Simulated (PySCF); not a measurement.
C₃H₆FNSi, SMILES C1/C(=C/F)[SiH2]N1. Geometry optimised at r2SCAN-D4/def2-SVP. The structure was generated by enumeration; whether it is a known compound was not checked.

Calculation: r2SCAN-D4/def2-SVP (PySCF).

Harmonic wavenumbers (cm⁻¹): 88, 148, 196, 303, 387, 464, 580, 607, 649, 669, 810, 869, 871, 1010, 1013, 1040, 1054, 1160, 1160, 1229, 1331, 1356, 1495, 1766, 2179, 2194, 2956, 2996, 3161, 3674. Rotational constants (GHz): 5.790, 1.960, 1.504; symmetry number 1.

### Question
Work out the zero-point energy and the ideal-gas rigid-rotor harmonic-oscillator thermochemistry at 298.15 K and 1 atm.

### Answer
ZPE = ½ Σ hcν = ½ × 37411 cm⁻¹ = 53.48 kcal/mol. H − E(el) = 58.34 kcal/mol. Entropy in cal/(mol K): translation 39.81, rotation 27.33, vibration 14.43, total 81.57. G − E(el) = 34.02 kcal/mol. Cp = 26.20 cal/(mol K). Modes under 150 cm⁻¹ make the vibrational entropy uncertain.
